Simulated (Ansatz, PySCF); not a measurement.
Gas-phase reaction in SMILES: N[Si](N)N → N[Si-](N)N (an electron is taken up)
Each molecule is optimised on its own at B3LYP-D3(BJ)/def2-TZVP (Ansatz, a program for electronic structure), one conformer each, not searched for the lowest.

Property: adiabatic electron affinity (0 K, with B3LYP-D3(BJ) harmonic zero-point energies from PySCF), positive where the reaction releases energy, in eV. Valence correlation only, unless marked. UHF or UKS for open shells. Spin-orbit coupling is left out. No relativistic terms. Anions need diffuse functions: aug- sets have them; def2-D sets add few; the other sets have none. CBS(X,Y): correlation extrapolated as X^-3; Hartree-Fock from the larger set.

```tsv
level	program	adiabatic electron affinity (eV)	minus last row
HF/cc-pVTZ	Ansatz	-0.79	-1.57
HF/cc-pwCVTZ	Ansatz	-0.85	-1.63
r2SCAN/def2-TZVPD	Ansatz	0.48	-0.30
CAM-B3LYP/def2-TZVPD	Ansatz	0.62	-0.16
LC-wPBE-D4/def2-TZVPD	Ansatz + dftd4	0.49	-0.29
CCSD(T)/aug-cc-pV(D+d)Z	Ansatz	0.87	0.09
CCSD(T)/CBS(aug-cc-pV(T+d)Z,aug-cc-pV(Q+d)Z)	Ansatz	0.78	0.00
```
